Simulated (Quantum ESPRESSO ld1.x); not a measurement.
Task: The mean radii <r> (bohr) of the occupied orbitals of an atom or ion are listed with their occupations. Method: non-relativistic Kohn-Sham, LDA (Slater exchange, Perdew-Wang correlation), spin-polarised, spherical densities, point nucleus; computed with ld1.x of Quantum ESPRESSO 7.5.

| orbital | occ. | <r> |
|---|---|---|
| 1s down | 1 | 0.02166 |
| 1s up | 1 | 0.02166 |
| 2s up | 1 | 0.09178 |
| 2s down | 1 | 0.09178 |
| 2p up | 3 | 0.07769 |
| 2p down | 3 | 0.07769 |
| 3s up | 1 | 0.2346 |
| 3s down | 1 | 0.2345 |
| 3p up | 3 | 0.2244 |
| 3p down | 3 | 0.2244 |
| 3d up | 5 | 0.1976 |
| 3d down | 5 | 0.1975 |
| 4s up | 1 | 0.5258 |
| 4s down | 1 | 0.5259 |
| 4p up | 3 | 0.5351 |
| 4p down | 3 | 0.5354 |
| 4d up | 5 | 0.5582 |
| 4d down | 5 | 0.5587 |
| 5s up | 1 | 1.252 |
| 5s down | 1 | 1.257 |
| 5p up | 3 | 1.378 |
| 5p down | 3 | 1.384 |
| 4f up | 7 | 0.6705 |
| 4f down | 5 | 0.6756 |

Name the element and its charge. Open shells, if any, are filled with parallel spins first.

Result: Z = 70, ytterbium, charge +4: Yb4+ in [Xe] 4f12. The 1s radius gives Z: for a bare nucleus <r> = 1.5/Z, 0.02143 bohr for Z = 70, and screening makes it slightly larger (0.02166 here). The occupations add up to 66, and the charge is Z minus that.
